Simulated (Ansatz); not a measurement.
`CNC[SeH]` + `[NH2][GaH][OH]` → `[CH3][Ga]([NH2])[OH]` + `NC[SeH]`  (formal exchange of groups at a C–N bond)

Calculated with Ansatz (gas phase, PBE0-D4/def2-TZVP geometries, no zero-point term in ΔE). CBS: MP2 limit from def2 TZ/QZ plus the TZ coupled-cluster correction, frozen cores. Functionals use def2-TZVPP. For Ga, Se outer-core shells are correlated without core-valence functions, which leaves a few kJ/mol of doubt a bond. Scalar relativity is left out up to krypton. One conformer a species, not always the lowest.

```csv
level,ΔE (kcal/mol),difference from CCSD(T)/CBS
PBE-D4,-14.4,1.6
r2SCAN-D4,-14.8,1.2
ωB97X-V,-13.7,2.3
ωB97M-V,-14.6,1.4
PBE,-14.5,1.5
r2SCAN,-14.9,1.1
PBE0,-14.6,1.4
SCS-MP2/def2-TZVPP,-14.7,1.3
CCSD/def2-TZVPP,-14.9,1.1
CCSD(T)/def2-TZVPP,-15.0,1.0
HF/def2-QZVPP,-12.5,3.5
MP2/def2-QZVPP,-16.4,-0.4
SCS-MP2/def2-QZVPP,-15.2,0.8
HF/CBS(def2),-12.5,3.5
MP2/CBS(def2),-16.9,-0.9
CCSD/CBS(def2),-15.9,0.1
CCSD(T)/CBS,-16.0,0
```

Largest T1 diagnostic among the species: 0.014.

In def2-TZVPP, CCSD(T) changes the Hartree–Fock value by −2.4 kcal/mol (the triples alone add −0.1 kcal/mol) and MP2 by −3.3 kcal/mol.
